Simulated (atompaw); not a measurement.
# An all-electron radial function and its pseudo partner (barium)

Columns: radius, all-electron u(r) and pseudo u(r) of the 6p shell (level -1.39 eV) of barium in the configuration [Kr] 4d10 5s2 5p6 5d0 6s2 6p0; LDA (PW92), non-relativistic, PAW (atompaw) scheme, atompaw 4.2.0.5.

| r (bohr) | all-electron | pseudo |
| --- | --- | --- |
| 0.115 | 0.0003 | -0.0074 |
| 0.231 | -0.0740 | -0.0290 |
| 0.346 | 0.0054 | -0.0627 |
| 0.462 | 0.0900 | -0.1060 |
| 0.577 | 0.1136 | -0.1544 |
| 0.692 | 0.0842 | -0.2041 |
| 0.808 | 0.0263 | -0.2513 |
| 0.923 | -0.0381 | -0.2915 |
| 1.038 | -0.0964 | -0.3220 |
| 1.154 | -0.1427 | -0.3407 |
| 1.269 | -0.1738 | -0.3463 |
| 1.385 | -0.1907 | -0.3388 |
| 1.500 | -0.1945 | -0.3193 |
| 1.615 | -0.1874 | -0.2897 |
| 1.731 | -0.1713 | -0.2519 |
| 1.846 | -0.1486 | -0.2092 |
| 1.962 | -0.1205 | -0.1633 |
| 2.077 | -0.0891 | -0.1172 |
| 2.192 | -0.0555 | -0.0722 |
| 2.308 | -0.0204 | -0.0290 |
| 2.423 | 0.0148 | 0.0112 |
| 2.538 | 0.0498 | 0.0487 |
| 2.654 | 0.0844 | 0.0842 |
| 2.769 | 0.1176 | 0.1176 |
| 2.885 | 0.1497 | 0.1497 |
| 3.000 | 0.1800 | 0.1800 |

Problem. How many radial nodes do the two functions have?

Solution. The all-electron 6p function has n − l − 1 = 4; the pseudo-wave has 1, since 1 lower shell of the same l stays in the valence.

Problem. Is the pseudo-wave norm-conserving?

Solution. No, it belongs to a PAW set: the norm inside the radius is not constrained, and the difference is carried by the augmentation charge.
